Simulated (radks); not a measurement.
Question: The mean radii <r> (bohr) of the occupied orbitals of an atom or ion are listed with their occupations. Calculated with a radial shooting solver on a logarithmic mesh with Libxc functionals: scalar-relativistic Kohn-Sham, r2SCAN, spin-polarised, spherical densities, finite nucleus; meta-GGA in the generalised Kohn-Sham scheme; Fermi nuclear charge, rms radius of each element as measured or else 0.836 A^(1/3) + 0.57 fm.

| orbital | occ. | <r> |
|---|---|---|
| 1s up | 1 | 0.01774 |
| 1s down | 1 | 0.01774 |
| 2s up | 1 | 0.07489 |
| 2s down | 1 | 0.07489 |
| 2p up | 3 | 0.06728 |
| 2p down | 3 | 0.06728 |
| 3s up | 1 | 0.1937 |
| 3s down | 1 | 0.1937 |
| 3p up | 3 | 0.1944 |
| 3p down | 3 | 0.1944 |
| 3d up | 5 | 0.1763 |
| 3d down | 5 | 0.1763 |
| 4s up | 1 | 0.4318 |
| 4s down | 1 | 0.4319 |
| 4p up | 3 | 0.4591 |
| 4p down | 3 | 0.4592 |
| 4d up | 5 | 0.4890 |
| 4d down | 5 | 0.4889 |
| 5s up | 1 | 1.013 |
| 5s down | 1 | 1.005 |
| 5p up | 3 | 1.175 |
| 4f up | 7 | 0.5580 |
| 4f down | 7 | 0.5547 |
| 5p down | 3 | 1.162 |
| 5d up | 5 | 1.745 |
| 5d down | 1 | 1.757 |
| 6p up | 2 | 3.958 |

Name the element and its charge. Open shells, if any, are filled with parallel spins first.

Answer: Z = 76, osmium, charge 0: Os in [Xe] 4f14 5d6 6p2. The 1s radius gives Z: for a bare nucleus <r> = (2 gamma + 1)/(2Z) with gamma = sqrt(1 - (Z/c)^2), 0.01753 bohr for Z = 76, and screening makes it slightly larger (0.01774 here). The occupations add up to 76, and the charge is Z minus that.
